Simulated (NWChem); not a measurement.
System meant: SiH5O4 cation; SMILES O[Si](O)(O)[OH2+]

Here is an NWChem input.

```
start job
memory heap 200 mb stack 900 mb global 1100 mb
charge 1
geometry units angstroms noautoz
  O     -1.007574     1.234153    -0.543332
  Si    -0.059811     0.136401     0.141273
  O     -0.695618    -1.075231     0.989766
  O      1.356923     0.742532     0.594428
  O      0.470774    -0.987825    -1.207419
  H     -1.951926     1.133911    -0.710228
  H     -0.904192    -1.062057     1.930909
  H      1.523519     1.688483     0.686648
  H      1.244879    -0.787362    -1.762451
  H      0.399202    -1.945376    -1.038921
end
basis spherical
  O library def2-svp
  Si library def2-svp
  H library def2-svp
end
dft
  xc pbe0
  iterations 4
  mulliken
end
task dft energy
```

End of the output:

```
    Atom       Charge   Shell Charges
 -----------   ------   -------------------------------------------------------
    1 O    8     8.15   1.97  0.86  0.58  2.73  2.00  0.01
    2 Si  14    13.40   2.00  1.92  0.53  0.20  5.81  1.17  0.76  1.00
    3 O    8     8.17   1.97  0.86  0.58  2.73  2.01  0.01
    4 O    8     8.16   1.97  0.86  0.58  2.73  2.00  0.01
    5 O    8     7.87   1.97  0.82  0.52  2.72  1.83  0.01
    6 H    1     0.87   0.53  0.16  0.18
    7 H    1     0.87   0.53  0.15  0.18
    8 H    1     0.87   0.53  0.15  0.18
    9 H    1     0.83   0.52  0.14  0.17
   10 H    1     0.83   0.52  0.15  0.17

 center of mass
 --------------
 x =  -0.00660441 y =   0.01976002 z =   0.01555948

 moments of inertia (a.u.)
 ------------------
         486.901746971743           0.000000000000          -0.000000000000
           0.000000000000         445.130852503805          -0.000000000000
          -0.000000000000          -0.000000000000         512.082142511229

     Multipole analysis of the density
     ---------------------------------

     L   x y z        total         alpha         beta         nuclear
     -   - - -        -----         -----         ----         -------
     0   0 0 0      1.000000    -25.000000    -25.000000     51.000000

     1   1 0 0      0.168689      0.084345      0.084345      0.000000
     1   0 1 0     -0.683780     -0.341890     -0.341890     -0.000000
     1   0 0 1     -0.526254     -0.263127     -0.263127      0.000000

     2   2 0 0    -17.349853    -75.448829    -75.448829    133.547805
     2   1 1 0     -1.402458     -0.124802     -0.124802     -1.152854
     2   1 0 1     -3.948177     -0.303741     -0.303741     -3.340696
     2   0 2 0    -17.005014    -86.436263    -86.436263    155.867512
     2   0 1 1      3.520518      0.317635      0.317635      2.885249
     2   0 0 2    -16.887639    -68.421306    -68.421306    119.954973

 ------------------------------------------------------------------------
 dft energy failed                                                                                  0
 ------------------------------------------------------------------------
 ------------------------------------------------------------------------
  current input line :
    26: task dft energy
 ------------------------------------------------------------------------
 ------------------------------------------------------------------------
 This type of error is most commonly associated with calculations not reaching convergence criteria
 ------------------------------------------------------------------------
 For more information see the NWChem manual at https://nwchemgit.github.io

0:dft energy failed:Received an Error in Communication
```

### Question
Find the fault in this run and fix the input.

### Answer
The run did not converge; its last values are not results. Cause: the SCF was allowed too few iterations. This input runs:
```
start job
memory heap 200 mb stack 900 mb global 1100 mb
charge 1
geometry units angstroms noautoz
  O     -1.007574     1.234153    -0.543332
  Si    -0.059811     0.136401     0.141273
  O     -0.695618    -1.075231     0.989766
  O      1.356923     0.742532     0.594428
  O      0.470774    -0.987825    -1.207419
  H     -1.951926     1.133911    -0.710228
  H     -0.904192    -1.062057     1.930909
  H      1.523519     1.688483     0.686648
  H      1.244879    -0.787362    -1.762451
  H      0.399202    -1.945376    -1.038921
end
basis spherical
  * library def2-svp
end
dft
  xc pbe0
  iterations 150
  mulliken
end
task dft energy
```
It converges to -592.53750 Ha (PBE0/def2-SVP).
